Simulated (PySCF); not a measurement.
Pb2 from Hartree–Fock to correlated methods

State: ³Σg⁻ (triplet), unpaired electrons π ↑↑. Set-up: basis Pb cc-pVDZ-PP with ECP60; scalar-relativistic core potentials; PySCF 2.14. De refers to Pb + Pb in their high-spin ground configurations, without counterpoise correction. The functionals are run spin-unrestricted.

```json
{"Level": "UHF", "Re (Å)": "2.860", "ωe (cm⁻¹)": "153", "De (eV)": "0.473", "CPU s a point (SCF and correlation, without the integrals)": "0.067"}
{"Level": "UHF-MP2", "Re (Å)": "2.917", "ωe (cm⁻¹)": "136", "De (eV)": "1.73", "CPU s a point (SCF and correlation, without the integrals)": "0.14"}
{"Level": "UHF-SCS-MP2", "Re (Å)": "2.908", "ωe (cm⁻¹)": "139", "De (eV)": "1.49", "CPU s a point (SCF and correlation, without the integrals)": "n/a"}
{"Level": "UHF-CCSD", "Re (Å)": "2.916", "ωe (cm⁻¹)": "139", "De (eV)": "1.57", "CPU s a point (SCF and correlation, without the integrals)": "n/a"}
{"Level": "UHF-CCSD(T)", "Re (Å)": "2.934", "ωe (cm⁻¹)": "133", "De (eV)": "1.72", "CPU s a point (SCF and correlation, without the integrals)": "5.3"}
{"Level": "PBE", "Re (Å)": "2.944", "ωe (cm⁻¹)": "130", "De (eV)": "2.43", "CPU s a point (SCF and correlation, without the integrals)": "0.53"}
{"Level": "r²SCAN", "Re (Å)": "2.909", "ωe (cm⁻¹)": "137", "De (eV)": "2.15", "CPU s a point (SCF and correlation, without the integrals)": "0.75"}
{"Level": "M06-L", "Re (Å)": "2.965", "ωe (cm⁻¹)": "127", "De (eV)": "2.73", "CPU s a point (SCF and correlation, without the integrals)": "0.83"}
{"Level": "TPSSh", "Re (Å)": "2.909", "ωe (cm⁻¹)": "136", "De (eV)": "2.25", "CPU s a point (SCF and correlation, without the integrals)": "0.73"}
{"Level": "PBE0", "Re (Å)": "2.892", "ωe (cm⁻¹)": "141", "De (eV)": "2.13", "CPU s a point (SCF and correlation, without the integrals)": "0.78"}
{"Level": "r²SCAN0", "Re (Å)": "2.874", "ωe (cm⁻¹)": "145", "De (eV)": "1.96", "CPU s a point (SCF and correlation, without the integrals)": "0.73"}
{"Level": "ωB97X", "Re (Å)": "2.850", "ωe (cm⁻¹)": "153", "De (eV)": "2.26", "CPU s a point (SCF and correlation, without the integrals)": "0.65"}
```

The bond length runs from 2.850 Å (ωB97X) to 2.965 Å (M06-L). De spans 0.47 eV (UHF, mean field) to 2.73 eV (M06-L, meta-GGA). Correlation at CCSD(T) changes the Hartree–Fock bond energy by +1.25 eV; the triples alone change it by +0.15 eV.

Correlated steps freeze 8 core orbitals. Correlated levels converge slowly with the basis: in double zeta they bind strong bonds too weakly, by up to about 1 eV, and carry superposition errors of some tenths. Spin–orbit coupling is left out, which matters for elements this heavy, above all for dissociation energies. The state was picked by a PBE0 search and need not be the measured ground state.

The whole job (state search and all levels along the bond) took about 2.3 min on 1 thread of Arm Neoverse V2 (shared host), peak memory 0.54 GiB.
